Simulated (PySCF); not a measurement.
Screening by computed properties: pick the candidate that meets the target.

Species are written as SMILES; each is one conformer at its optimised geometry, gas phase, non-relativistic unless stated; the electronic structure was computed with PySCF and density fitting.

The conformers computed, where there is a choice (atom-mapped SMILES and torsion angles):
- `[CH2:1]=[CH:2][AlH:3][CH3:4]`: C1–C2–Al3–C4 0°
- `[NH2:1][BH:2][O:3][SiH3:4]`: N1–B2–O3–Si4 -2°, H–N1–B2–O3 -179°, H–N1–B2–O3 -1°
- `[O:1]=[S:2](=[O:3])([Cl:4])[c:5]1[cH:6][cH:7][cH:8][cH:9][cH:10]1`: O1–S2–C5–C6 21°
- `[H]/[N:1]=[CH:2]\[C:3](=[O:4])[OH:5]`: N1–C2–C3–O4 0°, H–O5–C3–C2 180°
- `[H]/[N:1]=[CH:2]/[O:3][CH:4]=[O:5]`: N1–C2–O3–C4 3°, C2–O3–C4–O5 1°

**Question.** Wanted: HOMO–LUMO gap above 6.3 eV (B3LYP/def2-SVPD) and static isotropic polarisability above 100 au (B3LYP/def2-SVPD), at PBE0-D3(BJ)/def2-SVP geometries. Which candidate meets both?
A. `O=S(=O)(Cl)c1ccccc1`
B. `C=[CH][AlH][CH3]`
C. `C=C[CH2][Ge]([Cl])([Cl])[Cl]`
D. `NBO[SiH3]`
E. `[H][Ge]([H])([CH3])[Si](C)(C)C`
F. `[OH2]->[Zn](<-[OH2])([Cl])[Cl]`

**Answer.** E. Computed values:
```csv
species,HOMO–LUMO gap,static isotropic polarisability
O=S(=O)(Cl)c1ccccc1,5.55 eV,111.3 au
C=C[CH2][Ge]([Cl])([Cl])[Cl],5.75 eV,109.6 au
C=[CH][AlH][CH3],6.02 eV,66.1 au
[OH2]->[Zn](<-[OH2])([Cl])[Cl],6.65 eV,69.0 au
[H][Ge]([H])([CH3])[Si](C)(C)C,7.08 eV,113.0 au
NBO[SiH3],7.72 eV,54.8 au
```

**Question.** Wanted: dipole moment above 3.2 D (PBE0-D3(BJ)/def2-SVP) and smallest rotational constant above 3.2 GHz (PBE0-D3(BJ)/def2-SVP), at PBE0-D3(BJ)/def2-SVP geometries. Which candidate meets both?
A. `[H]/N=C\C(=O)O`
B. `[H]/N=C/OC=O`
C. `N#C[C@@H]1C=C1F`
D. `[CaH]` [radical]

**Answer.** B. Computed values:
| species | dipole moment | smallest rotational constant |
| --- | --- | --- |
| [H]/N=C\C(=O)O | 2.38 D | 3.167 GHz |
| [CaH] [radical] | 3.08 D | 130.092 GHz |
| [H]/N=C/OC=O | 3.24 D | 3.320 GHz |
| N#C[C@@H]1C=C1F | 3.88 D | 2.029 GHz |
